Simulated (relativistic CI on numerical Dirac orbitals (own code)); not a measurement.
# Radial parameters of Au¹¹⁺

Method of calculation: Dirac-Coulomb-Breit CI, orbitals from a KLI potential per configuration, model QED (radiative potential, 1s self-energy scaled to tabulated hydrogen-like ionisation energies), unscaled Slater integrals (own radial code, finite nucleus).

Slater integrals F^k, G^k are unscaled and averaged over j, outside the closed core [Kr] 4d10; ζ comes from projecting the Hamiltonian with its Breit term on Σ l·s of the shell.

- 4f14 5s2 5p5 5d: ζ(5p) = 105160, F^2(5p,5d) = 96298, G^1(5p,5d) = 118220, G^3(5p,5d) = 74982, ζ(5d) = 9286.3 cm⁻¹; <r>(5p) = 0.9828, <r^2>(5p) = 1.08, <r>(5d) = 1.157, <r^2>(5d) = 1.502 (bohr units).
- 4f14 5s 5p6 5d: G^2(5s,5d) = 83969, ζ(5d) = 9273.5 cm⁻¹; <r>(5s) = 0.8866, <r^2>(5s) = 0.8767, <r>(5d) = 1.156, <r^2>(5d) = 1.5 (bohr units).
- 4f14 5s2 5p5 5f: ζ(5p) = 106430, F^2(5p,5f) = 66863, G^2(5p,5f) = 50246, G^4(5p,5f) = 34587, ζ(5f) = 779.02 cm⁻¹; <r>(5p) = 0.9798, <r^2>(5p) = 1.074, <r>(5f) = 1.524, <r^2>(5f) = 2.627 (bohr units).

In this model ζ of a weakly bound d, f or g electron outside closed shells comes out too small, for d by up to a factor of two or three and at times with the wrong sign; that of an outer p electron is too small as well.

Averages of the first 10 configurations, taken without configuration mixing, which lowers the lowest level and can move excited configurations by several eV; other configurations of the list can lie among them:

```json
{"Configuration": "4f14 5s2 5p6", "Parity": "even", "States": "1", "Average energy above the lowest level (eV)": "0.1"}
{"Configuration": "4f14 5s2 5p5 5d", "Parity": "odd", "States": "60", "Average energy above the lowest level (eV)": "67.0"}
{"Configuration": "4f14 5s 5p6 5d", "Parity": "even", "States": "20", "Average energy above the lowest level (eV)": "124.9"}
{"Configuration": "4f14 5s2 5p5 5f", "Parity": "even", "States": "84", "Average energy above the lowest level (eV)": "132.6"}
{"Configuration": "4f13 5s2 5p6 5d", "Parity": "odd", "States": "140", "Average energy above the lowest level (eV)": "104.2"}
{"Configuration": "4f14 5s2 5p5 5g", "Parity": "odd", "States": "108", "Average energy above the lowest level (eV)": "172.4"}
{"Configuration": "4f14 5s2 5p5 6s", "Parity": "odd", "States": "12", "Average energy above the lowest level (eV)": "105.1"}
{"Configuration": "4f14 5s 5p6 5f", "Parity": "odd", "States": "28", "Average energy above the lowest level (eV)": "191.0"}
{"Configuration": "4f14 5s2 5p5 6p", "Parity": "even", "States": "36", "Average energy above the lowest level (eV)": "124.1"}
{"Configuration": "4f14 5s 5p6 5g", "Parity": "even", "States": "36", "Average energy above the lowest level (eV)": "231.2"}
```
